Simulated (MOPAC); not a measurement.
MOPAC input (PM3):

```
PM3 PRECISE GNORM=0.05 LET XYZ UHF MS=0.5 GEO-OK AUX(PRECISION=9) THREADS=1
CH3BFS

C    -1.90478400 1   -0.06932000 1    0.34453200 1
S    -0.35085700 1    0.45431900 1   -0.46775200 1
B     0.86280300 1   -0.49024300 1    0.43719900 1
F     2.15286900 1   -0.43633400 1    0.19594000 1
H    -2.05182400 1   -1.13884500 1    0.22493900 1
H    -1.88821000 1    0.19515400 1    1.39790000 1
H    -2.70737800 1    0.46873900 1   -0.15544600 1
```

From the output:

```
                                                       MOPAC v23.2.5 Linux

          FINAL HEAT OF FORMATION =        -69.91626 KCAL/MOL =    -292.52965 KJ/MOL

          COSMO AREA              =        106.28 SQUARE ANGSTROMS
          COSMO VOLUME            =         90.87 CUBIC ANGSTROMS

          GRADIENT NORM           =          0.01368          =       0.00517 PER ATOM
          IONIZATION POTENTIAL    =          9.458814 EV
          ALPHA SOMO LUMO (EV)    =         -9.459 -0.008
          BETA  SOMO LUMO (EV)    =        -10.108  0.092
          NO. OF ALPHA ELECTRONS  =         12
          NO. OF BETA  ELECTRONS  =         11
          MOLECULAR WEIGHT        =         76.9031         POINT GROUP:  Cs

          MOLECULAR DIMENSIONS (Angstroms)

            Atom       Atom       Distance
            H     7    F     4     4.89248
            S     2    H     6     2.22527
            H     6    H     5     1.62538

          SCF CALCULATIONS        =         23

   ATOM   CHEMICAL          X               Y               Z
  NUMBER   SYMBOL      (ANGSTROMS)     (ANGSTROMS)     (ANGSTROMS)

     1       C         -1.79896419  *  -0.12627972  *   0.39443789  *
     2       S         -0.39929810  *   0.54733950  *  -0.56663427  *
     3       B          0.82958487  *  -0.29724757  *   0.22231091  *
     4       F          2.08314064  *  -0.59257154  *   0.38338101  *
     5       H         -1.89375424  *  -1.21151554  *   0.29428743  *
     6       H         -1.73114397  *   0.11326169  *   1.45969749  *
     7       H         -2.70308806  *   0.34157440  *  -0.01122985  *

                             CARTESIAN COORDINATES

   1    C       -1.798964194    -0.126279722     0.394437895
   2    S       -0.399298097     0.547339499    -0.566634270
   3    B        0.829584875    -0.297247567     0.222310914
   4    F        2.083140639    -0.592571545     0.383381008
   5    H       -1.893754242    -1.211515545     0.294287427
   6    H       -1.731143974     0.113261688     1.459697486
   7    H       -2.703088055     0.341574398    -0.011229848

           Empirical Formula: C H3 S B F  =     7 atoms

      MOLECULAR POINT GROUP   :   Cs

          ALPHA EIGENVALUES
 -33.04344 -27.21936 -24.45046 -19.38837 -18.37234 -18.27514 -16.33785 -14.99704
 -13.91271 -13.49336 -10.39534  -9.45881  -0.00806   0.96778   1.69241   3.57170
   3.68456   3.70188   4.52173

           BETA EIGENVALUES
 -32.63610 -26.72474 -24.11795 -18.60630 -18.25717 -18.01643 -15.72919 -14.95809
 -13.77624 -12.10317 -10.10770   0.09174   0.76577   1.29890   2.13552   3.57714
   3.70562   3.72611   4.78118

              NET ATOMIC CHARGES AND DIPOLE CONTRIBUTIONS

  ATOM NO.   TYPE          CHARGE      No. of ELECS.   s-Pop       p-Pop
    1          C          -0.110273        4.1103     1.13886     2.97141
    2          S           0.074221        5.9258     1.86180     4.06398
    3          B          -0.150938        3.1509     1.33439     1.81655
    4          F          -0.029089        7.0291     1.57168     5.45740
    5          H           0.069577        0.9304     0.93042
    6          H           0.069577        0.9304     0.93042
    7          H           0.076925        0.9231     0.92308
 DIPOLE           X         Y         Z       TOTAL
 POINT-CHG.    -2.292     0.319    -0.044     2.315
 HYBRID         1.214    -0.543     0.448     1.404
 SUM           -1.078    -0.223     0.404     1.173

          ATOMIC ORBITAL ELECTRON POPULATIONS

     Atom    s        px        py        pz
    1  C   1.13886   0.92946   1.03223   1.00972
    2  S   1.86180   1.12157   1.50853   1.43389
    3  B   1.33439   0.81237   0.49172   0.51246
    4  F   1.57168   1.72308   1.86261   1.87172
    5  H   0.93042
    6  H   0.93042
    7  H   0.92308

                    (SZ)    =    0.500000
                    (S**2)  =    0.759664

          ATOMIC ORBITAL SPIN POPULATIONS

    Atom   Total    s     px     py     pz
         Atomic
    1  C  0.0082  0.009 -0.004  0.002  0.002
    2  S  0.3456  0.001  0.147  0.102  0.095
    3  B  0.5878  0.229  0.112  0.089  0.158
    4  F  0.0582 -0.000  0.039  0.005  0.015
    5  H  0.0008  0.001
    6  H  0.0008  0.001
    7  H -0.0015 -0.001

 **********************
 *                    *
 * JOB ENDED NORMALLY *
 *                    *
 **********************

 == MOPAC DONE ==
```

The geometry given is a B3LYP-D3(BJ)/def2-TZVP minimum.
